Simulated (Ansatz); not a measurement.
## Abstraction of Cl: SnH2Cl2 + GeHCl2 → SnH2Cl + GeHCl3

Gas-phase species: SnH2Cl2 `[Cl][SnH2][Cl]`, singlet; GeHCl2 `[Cl][GeH][Cl]`, doublet; SnH2Cl `[Cl][SnH2]`, doublet; GeHCl3 `[Cl][GeH]([Cl])[Cl]`, singlet. A radical takes Cl: the energy is the difference in strength between the Sn–Cl bond broken and the Ge–Cl bond made.

Shapes, held fixed at every level: PBE0-D4/def2-TZVP. Programs: Ansatz 0.2.0. The zero-point and thermal change to 298 K, harmonic and unscaled (PBE0-D4/def2-TZVP), is -0.4 kJ/mol.

```csv
level,kind,ΔH(298 K) (kJ/mol),less CCSD(T)/def2-TZVPP
MP2/def2-TZVPP,perturbation theory,-22.6,-1.8
SPW92/def2-TZVPP,LDA,-15.1,+5.7
r2SCAN-D4/def2-TZVPP,meta-GGA,-13.5,+7.3
BHLYP-D4/def2-TZVPP,global hybrid,-13.4,+7.4
PBE0-D4/def2-TZVPP,global hybrid,-14.2,+6.6
B2PLYP/def2-TZVPP,double hybrid,-13.6,+7.2
CCSD/def2-SVP,coupled cluster or CI,-22.3,-1.5
CCSD(T)/def2-TZVPP,coupled cluster or CI,-20.8,0.0
```

The highest level, CCSD(T)/def2-TZVPP, gives ΔH(298 K) = -20.8 kJ/mol; the levels span -22.6 to -13.4. The column of differences is taken from that level and isn't an error. No measured value is set beside it here. Open shells run unrestricted. For atoms past krypton def2 sets carry core potentials with scalar relativity. Relativity is left out for Ge. Outer-core shells of Ge, Sn are correlated, in sets that cover them unevenly.
